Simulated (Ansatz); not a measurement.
Basis-set extrapolation for C2H9Si2 (`C[SiH][SiH2]C`) radical (PBE0-D4/def2-TZVP geometry, frozen core, Ansatz). Multiplicity 2, UHF reference.

```json
{"": "HF", "def2-TZVPP": "-658.870070", "def2-QZVPP": "-658.891663"}
{"": "MP2 correlation", "def2-TZVPP": "-0.590764", "def2-QZVPP": "-0.630093"}
{"": "CCSD(T) correlation", "def2-TZVPP": "-0.680367", "def2-QZVPP": "not run"}
```

Energies in hartree. Use E(X) = E(∞) + A·exp(−7.88·√X) for Hartree–Fock and E(X) = E(∞) + B·X^(−2.97) for correlation, with X = 3 and 4, and add CCSD(T) minus MP2 of the smaller set to the MP2 limit.

**Question.** What is the CCSD(T) energy at the basis-set limit?

**Answer.** HF limit: -658.891663 + (-0.021593) × 0.13774 = -658.89464. MP2 limit: -0.630093 + (-0.039329) × 0.74074 = -0.65923. Higher-order term: -0.680367 − (-0.590764) = -0.08960. Total: -659.64347 hartree, 58.4 kcal/mol below CCSD(T)/def2-TZVPP.
